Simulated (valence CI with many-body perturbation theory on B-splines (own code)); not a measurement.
# Hf LX: magnetic and hyperfine properties of the levels

Computed by configuration interaction combined with many-body perturbation theory (CI+MBPT): three valence electrons over a frozen Dirac-Fock core [Ne], radial functions for each j: 11 s, 11 p, 9 d, 7 f, 5 g, 2 h, 1 i, with the one-electron correlation potential Σ1 (screened to all orders), the two-electron term Σ2, the three-electron term Σ3, Breit, model QED; selected single and double excitations, second order for the rest (own B-spline code, finite nucleus).

The last digits are not significant, and no measured levels were compared; by estimate large intervals hold to a few tenths of a per cent, small ones and those within an open d or f shell to about a per cent.

A/g_I is the dipole constant over the nuclear g factor μ/I (μ in nuclear magnetons, uniformly magnetised nucleus), B/Q the quadrupole constant per barn. Both hold the static response of the core; the bare values leave it out. Large factors of s and p1/2 electrons are usually good to 5 to 10 %; those of open d and f shells near neutrality can be off by tens of per cent, and small factors of p3/2, d and f electrons come from cancelling terms and can be off by a factor of two or in sign, in half-filled shells by more. B is blank for J = 1/2, where it vanishes, and for nearly pure S terms. Energies count from the lowest level.

Levels are named by their leading jj configuration (3d3/2^4 stands for four electrons in 3d with j = 3/2), which in mixed levels can hold well under half, so a name can repeat and another be missing. Letters in brackets count levels of one name in rising energy.

| Level | E (Ry) | g | A/g_I (MHz) | A/g_I bare | B/Q (MHz/b) | B/Q bare |
| --- | --- | --- | --- | --- | --- | --- |
| (3s^2 3p1/2) J=1/2 | 0.000 | 0.648 | 1680000 | 1650000 |  |  |
| (3s 3p1/2^2) J=1/2 | 11.772 | 2.118 | 5060000 | 4960000 |  |  |
| (3s^2 3p3/2) J=3/2 | 23.451 | 1.321 | 201000 | 201000 | 396000 | 391000 |
| (3s 3p1/2 3p3/2) J=3/2 [a] | 33.088 | 1.631 | 1160000 | 1140000 | 321000 | 317000 |
| (3s 3p1/2 3p3/2) J=5/2 | 34.371 | 1.337 | 1450000 | 1430000 | 317000 | 313000 |
| (3s 3p1/2 3p3/2) J=3/2 [b] | 35.887 | 0.966 | 128000 | 130000 | 201000 | 199000 |
| (3s 3p1/2 3p3/2) J=1/2 | 36.595 | 1.257 | -1850000 | -1810000 |  |  |
| (3s^2 3d3/2) J=3/2 | 40.030 | 0.827 | 48800 | 52600 | 87600 | 88900 |
| (3s^2 3d5/2) J=5/2 | 44.731 | 1.198 | 75000 | 77100 | 74400 | 76500 |
| (3p1/2^2 3p3/2) J=3/2 | 47.458 | 1.090 | 73500 | 77200 | 269000 | 266000 |
| (3s 3p1/2 3d3/2) J=3/2 [a] | 48.438 | 0.694 | -229000 | -221000 | 151000 | 151000 |
| (3s 3p1/2 3d3/2) J=5/2 | 49.327 | 1.022 | 1390000 | 1370000 | 27800 | 30200 |
| (3s 3p1/2 3d3/2) J=1/2 | 51.200 | 0.395 | -2070000 | -2020000 |  |  |
| (3s 3p1/2 3d3/2) J=3/2 [b] | 51.642 | 1.285 | 1260000 | 1240000 | 68300 | 68100 |
| (3s 3p1/2 3d5/2) J=5/2 [a] | 54.657 | 1.350 | 483000 | 478000 | 76000 | 78100 |
| (3s 3p1/2 3d5/2) J=7/2 | 55.641 | 1.238 | 993000 | 976000 | 18900 | 22000 |
| (3s 3p1/2 3d5/2) J=5/2 [b] | 56.379 | 1.036 | 7280 | 11200 | 89700 | 91000 |
| (3s 3p1/2 3d5/2) J=3/2 | 56.738 | 1.109 | -1130000 | -1100000 | 40700 | 42200 |
| (3s 3p3/2^2) J=5/2 | 57.421 | 1.427 | 1180000 | 1160000 | 92900 | 91700 |
| (3s 3p3/2^2) J=1/2 | 60.058 | 1.919 | 5130000 | 5030000 |  |  |
| (3s 3p3/2^2) J=3/2 | 60.538 | 1.191 | -778000 | -755000 | -64400 | -63500 |
| (3p1/2^2 3d3/2) J=3/2 | 62.549 | 0.775 | 108000 | 108000 | 66100 | 68100 |
| (3p1/2^2 3d5/2) J=5/2 | 68.886 | 1.192 | 36300 | 41400 | 59200 | 61600 |
| (3p1/2 3p3/2^2) J=5/2 | 70.434 | 1.170 | 654000 | 645000 | 37000 | 36700 |
| (3p1/2 3p3/2^2) J=3/2 | 70.765 | 1.417 | -15200 | -6670 | 17300 | 17000 |
| (3p1/2 3p3/2^2) J=1/2 | 71.962 | 0.725 | 2020000 | 1980000 |  |  |
| (3s 3p3/2 3d3/2) J=3/2 [a] | 72.814 | 1.290 | 587000 | 580000 | -3530 | -5130 |
| (3s 3p3/2 3d3/2) J=1/2 [a] | 72.937 | 2.162 | 2010000 | 1970000 |  |  |
| (3s 3p3/2 3d3/2) J=5/2 [a] | 73.078 | 1.224 | 544000 | 538000 | 155000 | 152000 |
| (3s 3p3/2 3d3/2) J=7/2 | 73.300 | 1.233 | 844000 | 831000 | 412000 | 409000 |
| (3s 3p3/2 3d3/2) J=3/2 [b] | 75.253 | 0.983 | 212000 | 212000 | -210000 | -206000 |
| (3s 3p3/2 3d3/2) J=5/2 [b] | 76.216 | 0.959 | -179000 | -170000 | 247000 | 246000 |
| (3s 3p3/2 3d3/2) J=1/2 [b] | 76.587 | 0.609 | 974000 | 956000 |  |  |
| (3s 3p3/2 3d5/2) J=9/2 | 76.673 | 1.321 | 660000 | 651000 | 484000 | 481000 |
| (3s 3p3/2 3d5/2) J=5/2 [a] | 78.298 | 1.338 | 997000 | 980000 | -213000 | -209000 |
| (3s 3p3/2 3d5/2) J=7/2 [a] | 78.940 | 1.235 | 393000 | 389000 | 274000 | 273000 |
| (3s 3p3/2 3d5/2) J=3/2 [a] | 79.160 | 1.150 | -433000 | -418000 | -214000 | -211000 |
| (3s 3p3/2 3d5/2) J=7/2 [b] | 80.292 | 1.196 | -18000 | -12900 | 241000 | 240000 |
| (3s 3p3/2 3d5/2) J=1/2 | 80.974 | 0.709 | -1510000 | -1480000 |  |  |
| (3s 3p3/2 3d5/2) J=3/2 [b] | 81.724 | 1.300 | 1200000 | 1170000 | 123000 | 123000 |

**Question.** Take the isotope of mass number 177, with I = 7/2, μ = 0.791 μN and Q = 3.37 b. What is the hyperfine structure of (3s 3p1/2^2) J=1/2?

**Answer.** From the table A = 1140000 MHz. Shifts from the centre of gravity in MHz: F = 3: -2560000, F = 4: 2000000.
